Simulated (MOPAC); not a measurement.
Input for MOPAC: PM3 on CH5BSe (SMILES CB[SeH]), a point of a bond scan (R = 0.877 Å).

```
PM3 1SCF PRECISE CHARGE=0 THREADS=1
CH5BSe

B     -0.15281115 1    -0.55344157 1     1.06257556 1
H     -1.13195865 1    -0.58935052 1     1.73549546 1
C      1.16908035 1    -1.26447540 1     1.48164381 1
H      1.01667347 1    -2.11940431 1     1.60191464 1
H      1.49361377 1    -0.88848570 1     2.45849675 1
H      2.00004339 1    -1.16077437 1     0.78257232 1
Se    -0.23400099 1     0.42531987 1    -0.59759198 1
H     -1.63466303 1     0.86493165 1    -0.49316030 1
```

The log:

```
*******************************************************************************
 **                                                                           **
 **                              MOPAC v23.2.5                                **
 **                                                                           **
 *******************************************************************************
 ** MOPAC's Digital Object Identifier: https://doi.org/10.5281/zenodo.6511958 **
 **                                                                           **
 ** Please cite the open-source release paper for use of this MOPAC version:  **
 ** J. E. Moussa and J. J. P. Stewart (2026)                                  **
 ** MOPAC: An open-source semiempirical molecular orbital program             **
 ** J. Open Source Softw., 11(119), 8025, https://doi.org/10.21105/joss.08025 **
 *******************************************************************************

                              PM3 CALCULATION RESULTS

 *******************************************************************************
 *  PM3        - The PM3 Hamiltonian to be used
 *
 *
 *
 *                 CHARGE ON SYSTEM = 0
 *
 *
 *
 *  PRECISE    - TIGHTER CRITERIA TO BE USED
 *  1SCF       - DO 1 SCF AND THEN STOP
 *  THREADS=1  - MULTI-THREADING NOT USED
 *  T=         - A TIME OF 172800.0 SECONDS REQUESTED
 *  DUMP=N     - RESTART FILE WRITTEN EVERY 7200.0 SECONDS REQUESTED
 *******************************************************************************
PM3 1SCF PRECISE CHARGE=0 THREADS=1
 CH5BSe

   ATOM   CHEMICAL          X               Y               Z
  NUMBER   SYMBOL      (ANGSTROMS)     (ANGSTROMS)     (ANGSTROMS)

     1       B         -0.15281115  *  -0.55344157  *   1.06257556  *
     2       H         -1.13195865  *  -0.58935052  *   1.73549546  *
     3       C          1.16908035  *  -1.26447540  *   1.48164381  *
     4       H          1.01667347  *  -2.11940431  *   1.60191464  *
     5       H          1.49361377  *  -0.88848570  *   2.45849675  *
     6       H          2.00004339  *  -1.16077437  *   0.78257232  *
     7      Se         -0.23400099  *   0.42531987  *  -0.59759198  *
     8       H         -1.63466303  *   0.86493165  *  -0.49316030  *



          CARTESIAN COORDINATES

    NO.       ATOM           X           Y           Z

     1         B         -0.1528     -0.5534      1.0626
     2         H         -1.1320     -0.5894      1.7355
     3         C          1.1691     -1.2645      1.4816
     4         H          1.0167     -2.1194      1.6019
     5         H          1.4936     -0.8885      2.4585
     6         H          2.0000     -1.1608      0.7826
     7        Se         -0.2340      0.4253     -0.5976
     8         H         -1.6347      0.8649     -0.4932

  H: (PM3): J. J. P. STEWART, J. COMP. CHEM. 10, 209 (1989).
  B: (PM3): J. J. P. STEWART, J. MOL. MOD., 10, 155-164 (2004)
  C: (PM3): J. J. P. STEWART, J. COMP. CHEM. 10, 209 (1989).
 Se: (PM3): J. J. P. STEWART, J. COMP. CHEM. 12, 320-341 (1991).

           Empirical Formula: C H5 B Se  =     8 atoms



      MOLECULAR POINT GROUP   :   Cs


      RHF CALCULATION, NO. OF DOUBLY OCCUPIED LEVELS = 9


 -------------------------------------------------------------------------------
 PM3 1SCF PRECISE CHARGE=0 THREADS=1
 CH5BSe



     1SCF WAS SPECIFIED, SO BFGS WAS NOT USED
     SCF FIELD WAS ACHIEVED


                              PM3 CALCULATION
                                                       MOPAC v23.2.5 Linux




          FINAL HEAT OF FORMATION =         33.98562 KCAL/MOL =     142.19581 KJ/MOL


          COSMO AREA              =        106.11 SQUARE ANGSTROMS
          COSMO VOLUME            =         90.95 CUBIC ANGSTROMS

          IONIZATION POTENTIAL    =         10.343770 EV
          HOMO LUMO ENERGIES (EV) =        -10.344 -0.538
          NO. OF FILLED LEVELS    =          9
          MOLECULAR WEIGHT        =        106.8205         POINT GROUP:  Cs

          MOLECULAR DIMENSIONS (Angstroms)

            Atom       Atom       Distance
            H     8    H     5     4.64466
            H     6    H     2     2.84376
            H     5    H     4     1.50080


          SCF CALCULATIONS        =          1





   ATOM   CHEMICAL          X               Y               Z
  NUMBER   SYMBOL      (ANGSTROMS)     (ANGSTROMS)     (ANGSTROMS)

     1       B         -0.15281115  *  -0.55344157  *   1.06257556  *
     2       H         -1.13195865  *  -0.58935052  *   1.73549546  *
     3       C          1.16908035  *  -1.26447540  *   1.48164381  *
     4       H          1.01667347  *  -2.11940431  *   1.60191464  *
     5       H          1.49361377  *  -0.88848570  *   2.45849675  *
     6       H          2.00004339  *  -1.16077437  *   0.78257232  *
     7      Se         -0.23400099  *   0.42531987  *  -0.59759198  *
     8       H         -1.63466303  *   0.86493165  *  -0.49316030  *

                             CARTESIAN COORDINATES

   1    B       -0.152811150    -0.553441570     1.062575560
   2    H       -1.131958650    -0.589350520     1.735495460
   3    C        1.169080350    -1.264475400     1.481643810
   4    H        1.016673470    -2.119404310     1.601914640
   5    H        1.493613770    -0.888485700     2.458496750
   6    H        2.000043390    -1.160774370     0.782572320
   7   Se       -0.234000990     0.425319870    -0.597591980
   8    H       -1.634663030     0.864931650    -0.493160300


           Empirical Formula: C H5 B Se  =     8 atoms



      MOLECULAR POINT GROUP   :   Cs


                  EIGENVALUES
 -32.36472 -21.85430 -17.60832 -15.97338 -14.54591 -13.20002 -12.50145 -10.49954
 -10.34377  -0.53760   0.13080   0.37834   3.68312   3.81240   4.18982   4.57905
   5.11487


              NET ATOMIC CHARGES AND DIPOLE CONTRIBUTIONS

  ATOM NO.   TYPE          CHARGE      No. of ELECS.   s-Pop       p-Pop
    1          B          -0.197346        3.1973     1.07270     2.12464
    2          H           0.041903        0.9581     0.95810
    3          C          -0.132360        4.1324     1.07834     3.05402
    4          H           0.059900        0.9401     0.94010
    5          H           0.082663        0.9173     0.91734
    6          H           0.064450        0.9355     0.93555
    7         Se           0.073933        5.9261     1.83109     4.09498
    8          H           0.006857        0.9931     0.99314
 DIPOLE           X         Y         Z       TOTAL
 POINT-CHG.     0.542     0.068    -0.149     0.566
 HYBRID        -0.862    -0.349     1.019     1.380
 SUM           -0.321    -0.281     0.870     0.969


          ATOMIC ORBITAL ELECTRON POPULATIONS

     Atom    s        px        py        pz
    1  B   1.07270   0.90570   0.46858   0.75036
    2  H   0.95810
    3  C   1.07834   1.01314   1.01955   1.02133
    4  H   0.94010
    5  H   0.91734
    6  H   0.93555
    7 Se   1.83109   1.14702   1.59703   1.35093
    8  H   0.99314

 **********************
 *                    *
 * JOB ENDED NORMALLY *
 *                    *
 **********************




 == MOPAC DONE ==
```

The run finished.

Cost: about 0.03 core-seconds (a rough figure).
